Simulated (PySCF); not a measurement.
Can point charges reproduce the dipole moment of `Fc1ccc2c(c1Cl)OCC2`?

Coordinates (GFN2-xTB, Å) and charges (e) from the PBE0/pcSseg-1 density (PySCF):

| atom | x | y | z | Mulliken | IAO | Hirshfeld | ESP-fitted |
| --- | --- | --- | --- | --- | --- | --- | --- |
| F1 | 3.500 | 1.162 | 0.040 | -0.2697 | -0.2579 | -0.0781 | -0.2015 |
| C2 | 2.275 | 0.608 | 0.051 | +0.4751 | +0.2906 | +0.0772 | +0.5215 |
| C3 | 2.166 | -0.756 | 0.247 | -0.1636 | -0.2126 | -0.0811 | -0.4784 |
| C4 | 0.913 | -1.354 | 0.260 | +0.0023 | -0.1488 | -0.0485 | -0.1966 |
| C5 | -0.200 | -0.565 | 0.073 | -0.4126 | -0.0529 | -0.0250 | -0.0218 |
| C6 | -0.081 | 0.812 | -0.122 | +0.5582 | +0.2000 | +0.0611 | +0.5678 |
| C7 | 1.163 | 1.427 | -0.135 | -0.4111 | -0.0989 | -0.0272 | -0.4545 |
| Cl8 | 1.318 | 3.127 | -0.372 | -0.0195 | +0.0040 | -0.0289 | +0.0158 |
| O9 | -1.260 | 1.441 | -0.290 | -0.4775 | -0.3249 | -0.1132 | -0.4194 |
| C10 | -2.307 | 0.469 | -0.216 | +0.0763 | -0.0585 | +0.0200 | +0.1723 |
| C11 | -1.661 | -0.910 | 0.028 | -0.1036 | -0.2881 | -0.0696 | -0.3205 |
| H12 | 3.064 | -1.335 | 0.388 | +0.1101 | +0.1721 | +0.0555 | +0.2355 |
| H13 | 0.817 | -2.418 | 0.411 | +0.0718 | +0.1609 | +0.0577 | +0.2007 |
| H14 | -2.862 | 0.507 | -1.158 | +0.1311 | +0.1521 | +0.0507 | +0.0690 |
| H15 | -2.977 | 0.763 | 0.597 | +0.1311 | +0.1522 | +0.0507 | +0.0638 |
| H16 | -1.881 | -1.611 | -0.778 | +0.1508 | +0.1553 | +0.0495 | +0.1222 |
| H17 | -1.996 | -1.355 | 0.965 | +0.1507 | +0.1553 | +0.0494 | +0.1242 |

Q: Compute μ = Σ q r for each scheme (1 e·Å = 4.803 D) and compare with the dipole of the full density.

A: The full density gives (-2.82, -3.43, 0.32) D, 4.45 D in size; dipole vectors point from the negative to the positive end.

```
    scheme     μx     μy    μz  size (D)  share of the full size (%)  angle to the full dipole (°)
  Mulliken  -4.98  -4.92  0.40      7.01                         158                             6
       IAO  -3.66  -3.92  0.35      5.38                         121                             4
 Hirshfeld  -2.14  -1.77  0.12      2.78                          62                            11
ESP-fitted  -2.88  -3.50  0.32      4.54                         102                             0
```

Q: Which set comes closest?

A: Length of the difference vector: ESP-fitted 0.09 D, IAO 0.97 D, Hirshfeld 1.80 D, Mulliken 2.63 D. Closest: ESP-fitted. 

Q: What is left for the Hirshfeld atoms' own dipoles?

A: The Hirshfeld atoms' densities add up to the full density, so μ = Σ q r + Σ (atomic dipoles). The atomic dipoles sum to (-2.82, -3.43, 0.32) − (-2.14, -1.77, 0.12) = (-0.68, -1.66, 0.20) D, 1.80 D in size.

Q: With the origin at the mean of the coordinates, (0.000, 0.001, -0.001) Å, which are the largest single terms, by size, of the Hirshfeld dipole along the direction of the full one?

A: F1 +1.17, C2 -0.71, C11 -0.59, H16 +0.56, H17 +0.56 D; all 17 atoms together +2.73 D. The single terms depend on the origin, their sum doesn't.

Q: Give the size of the full dipole in other units.

A: 4.45 D = 1.752 au = 0.927 e·Å = 14.85 × 10⁻³⁰ C·m.

Isolated species at its GFN2-xTB geometry, gas phase.
